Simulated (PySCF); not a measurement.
## Telling isomers of C3H11B2N apart by NMR

A single conformation, rapidly exchanging positions averaged, no relativistic terms, isolated molecule. Structure optimised with PBE0-D3(BJ)/def2-SVP; GIAO PBE0/pcSseg-1 shieldings; B3LYP/pcJ-1 coupling constants (spin–dipole term left out of most H,H and C,H couplings); PySCF 2.14.0 with density-fitted response routines.

Referencing at the same level of theory: TMS for 1H (31.27 ppm), 13C (184.41 ppm). Multiplet labels drop J under 1 Hz and among equivalent protons, and merge close values. Unscaled 3J(H,H) run several per cent high. Vicinal couplings that depend on rotamer populations or ring flexing (ring, CH–CH, X–H and H–F types) are those of the one conformer. Couplings to H on boron are left out. Carbons bonded to boron are broad in practice. Shifts are as computed. Against solution values, carbons near 30 ppm lie about +2 ppm off and those near 130 ppm about +5 ppm. Of 1313 compounds with measured shifts, 239 miss one by over three times the rms of a fit or turn the order of signals round; such compounds aren't used in these exercises. OH and NH positions are gas-phase values without hydrogen bonding to other molecules.

(1) Tabulate the signals of `BN(B)C(C)C`, `CBNB(C)C`, `CBCBNC`, `BNBC(C)C` and their relative energies.

(2) What is the quickest way to tell BN(B)C(C)C from CBCBNC?

(3) What is the quickest way to tell CBNB(C)C from CBCBNC?

(4) What is the quickest way to tell BN(B)C(C)C from CBNB(C)C?

## Answers

(1) 
```json
{"SMILES": "BN(B)C(C)C", "carbon types": "1×CH 2×CH3", "δC": "59.5, 27.3", "δH": "5.74 (br, 4H), 3.70 (sept, 1H), 1.27 (d, 6H)", "E rel. (kcal/mol)": "39.9"}
{"SMILES": "CBNB(C)C", "carbon types": "3×CH3", "δC": "9.8, 8.9", "δH": "6.33 (br s, 1H), 5.70 (br, 1H), 0.62 (s, 3H), 0.62 (s, 6H)", "E rel. (kcal/mol)": "0.0"}
{"SMILES": "CBCBNC", "carbon types": "1×CH2 2×CH3", "δC": "42.0, 37.5, 16.9", "δH": "7.12 (br, 1H), 4.82 (br, 1H), 3.92 (br s, 1H), 2.92 (s, 3H), 2.16 (s, 2H), 1.02 (s, 3H)", "E rel. (kcal/mol)": "37.9"}
{"SMILES": "BNBC(C)C", "carbon types": "1×CH 2×CH3", "δC": "25.3, 18.9", "δH": "6.95 (br s, 1H), 5.55 (br, 2H), 5.39 (br, 1H), 1.00 (d, 6H), 0.76 (sept, 1H)", "E rel. (kcal/mol)": "26.1"}
```

Energies are electronic energies at PBE0/pcSseg-1 on these geometries, without zero-point or thermal terms, each for the one conformer computed, which needn't be the lowest.

(2) Count the carbon signals: 2 against 3. The first has an sp3 CH bonded to N at 59.5 ppm, the second an sp3 CH2 bonded to 2 B at 42.0 ppm. In the proton spectra the most deshielded non-exchanging signals are 5.74 (br, 4H) and 7.12 (br, 1H).

(3) Count the carbon signals: 2 against 3. The first has a methyl carbon bonded to B (CH3) at 8.9 ppm, the second an sp3 CH2 bonded to 2 B at 42.0 ppm. Their most deshielded carbons lie at 9.8 and 42.0 ppm. In the proton spectra the most deshielded non-exchanging signals are 5.70 (br, 1H) and 7.12 (br, 1H).

(4) Both give the same number of carbon signals, but DEPT or the intensities differ. The first has an sp3 CH bonded to N at 59.5 ppm, the second a methyl carbon bonded to B (CH3) at 8.9 ppm. Their most deshielded carbons lie at 59.5 and 9.8 ppm.
